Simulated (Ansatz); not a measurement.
| atom | x (Å) | y (Å) | z (Å) |
| --- | --- | --- | --- |
| B | -0.0071 | 0.0024 | -1.3298 |
| C | 0.0071 | -0.0066 | 0.1804 |
| O | -0.0086 | 0.0029 | 1.3103 |
| H | 0.0052 | -1.1747 | -1.6380 |
| H | -1.0258 | 0.5959 | -1.6516 |
| H | 1.0270 | 0.5844 | -1.6504 |

Basis set: STO-3G (spherical functions). Correlated methods keep 3 orbitals frozen. Charge 0, multiplicity 1.

Computed with Ansatz (development build ahead of 0.2.0); each method stands on the lowest determinant of its kind that the runs found. Restricted open shells among the atoms or ions are ROHF, correlated in semicanonical orbitals with singles.

(1) Give the atomization energy at this shape (free ground-state atoms in the same class of orbitals less the molecule, no zero-point energy) of singlet CH3BO by RHF-MP2, RHF.

## Answers

(1)

```csv
method,atomization energy
RHF-MP2,578.31 kcal/mol
RHF,483.00 kcal/mol
```

Caution: the shape is not the minimum.

This basis has no polarisation functions and is too small for such energies, which can lie far from measured ones in either direction.
